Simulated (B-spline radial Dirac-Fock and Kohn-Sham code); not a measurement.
# X-ray form factors of iridium in several charge states

These are calculated numbers from a radial finite-basis atomic code; the model is relativistic Hartree-Fock (Dirac-Fock) wave functions, averaged over the configuration.

Configurations: Ir⁷³⁺ [He] 2s2; Ir⁷⁴⁺ [He] 2s1; Ir⁷⁵⁺ 1s2; Ir⁷⁶⁺ 1s1. The first column is f₀ of Ir⁷³⁺, the others are differences from it.

```csv
s (Å⁻¹),Ir⁷³⁺,Δ Ir⁷⁴⁺,Δ Ir⁷⁵⁺,Δ Ir⁷⁶⁺
0,4.000,-1.000,-2.000,-3.000
0.05,4.000,-1.000,-2.000,-3.000
0.1,3.999,-1.000,-1.999,-2.999
0.15,3.998,-0.999,-1.998,-2.998
0.2,3.996,-0.998,-1.997,-2.996
0.25,3.994,-0.997,-1.995,-2.994
0.3,3.992,-0.996,-1.992,-2.992
0.35,3.989,-0.995,-1.990,-2.989
0.4,3.985,-0.993,-1.986,-2.986
0.45,3.981,-0.991,-1.983,-2.982
0.5,3.977,-0.989,-1.979,-2.978
0.6,3.967,-0.985,-1.969,-2.968
0.7,3.955,-0.979,-1.958,-2.957
0.8,3.942,-0.973,-1.946,-2.944
0.9,3.927,-0.966,-1.932,-2.929
1,3.910,-0.958,-1.916,-2.913
1.1,3.891,-0.949,-1.899,-2.895
1.2,3.871,-0.940,-1.880,-2.876
1.4,3.827,-0.919,-1.839,-2.833
1.6,3.777,-0.895,-1.792,-2.784
```
